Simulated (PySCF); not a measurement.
# Two-component Hartree-Fock for Xe⁺ (xenon, charge +1)

Start: [Kr] 4d10 5s2 5p5; 5p1/2 filled at m_j = +1/2; 5p3/2 filled at m_j = -3/2, -1/2, +1/2, +3/2. Calculated with PySCF 2.14 in x2c-QZVPPall-2c: generalised Hartree-Fock with the X2C-1e Hamiltonian and a Gaussian nucleus; one run each with spin-orbit coupling (SO) screened by Boettger's factors, then bare. This is a chosen level, not necessarily the ground level.

```tsv
spinor shell	electrons	ε, screened SO (eV)	ε, bare SO (eV)	weight of nominal j (bare SO)	rms radius, bare SO (bohr)
1s1/2	2	-34734.7	-34734.4	1.000	0.0305
2s1/2	2	-5516.1	-5516.0	1.000	0.124
2p1/2	2	-5170.6	-5180.2	1.000	0.107
2p3/2	4	-4843.0	-4839.2	1.000	0.112
3s1/2	2	-1180.1	-1180.1	1.000	0.326
3p1/2	2	-1035.1	-1036.9	1.000	0.318
3p3/2	4	-971.09	-970.35	1.000	0.330
3d3/2	4	-718.52	-720.37	1.000	0.302
3d5/2	6	-705.17	-703.97	1.000	0.306
4s1/2	2	-239.59	-239.59	1.000	0.762
4p1/2	2	-185.75	-186.14	1.000	0.797
4d3/2	4	-84.040	-84.345	1.000	0.935
4d5/2	6	-81.971	-81.783	1.000	0.950
5s1/2	2	-36.433	-36.436	0.998	1.98
5p1/2	1	-23.469	-23.519	1.000	2.26
5p3/2	4	-20.947	-20.933	0.997	2.38
```

Problem. Where does 4p3/2 lie, and what is the 4p spin-orbit splitting (bare SO)?

Solution. At -172.92 eV, 13.224 eV above 4p1/2.

| quantity | screened SO | bare SO |
| --- | --- | --- |
| E (hartree) | -7444.40980 | -7444.61928 |
| M_J | 1/2 | 1/2 |
| ⟨J²⟩ | 0.786 | 0.785 |
| ⟨L²⟩ | 2.064 | 2.068 |
| ⟨S²⟩ | 0.791 | 0.794 |

Each row is a mean over spinors that exchange with the open shell spreads, by up to 1.401 eV (5s1/2).

Breit and QED terms are absent; they matter most for the inner s and p1/2 levels.

Densities and radii are taken from the X2C orbitals without a picture-change correction, which distorts them close to the nucleus.
